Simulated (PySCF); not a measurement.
Dipole response of Ge⁺ (germanium, charge +1)

[Ar] 3d10 4s2 4p1, 2P determinant. Computed with PySCF 2.14 in x2c-QZVPPall with one added diffuse shell each of s, p, d, f type (12s9p6d5f1g, 113 functions), with the spin-free X2C one-electron Hamiltonian (Gaussian nucleus). Coupled (time-dependent) response in atomic units; α is the mean over directions.

```
   method  mean α (bohr³)         α xx, yy, zz  C₆ (like pair)  S(−4)
      UHF           19.85  18.85, 21.84, 18.85           118.0  145.4
      PBE           18.91  17.40, 21.94, 17.40           109.4  141.0
     PBE0           18.95  17.65, 21.53, 17.65           110.2  136.8
BHandHLYP           18.79  17.61, 21.14, 17.61           108.9  133.0
```

S(−4) is the Cauchy moment in α(ω) = α(0) + S(−4) ω² + …

Spin-orbit coupling is absent.

α(iu) at PBE0:

```tsv
u (hartree)	α(iu) (bohr³)
0	18.95
0.0500	18.61
0.100	17.69
0.200	14.85
0.300	11.86
0.500	7.481
0.750	4.597
1.00	3.142
1.50	1.817
2.00	1.240
3.00	0.7302
5.00	0.3734
```

A single London oscillator, α(iu) = α/(1 + u²/ω²), gives C₆ = (3/4) ω α². Matching the computed C₆ needs ω = 4 × 110.2 / (3 × 18.95²) = 0.409 hartree.

For an ion, C₆ is the dispersion term alone; charge-induced terms of lower order in 1/R come first.

The components differ because the open shell of this determinant is not spherical; for a pure term their mean is the scalar polarisability.
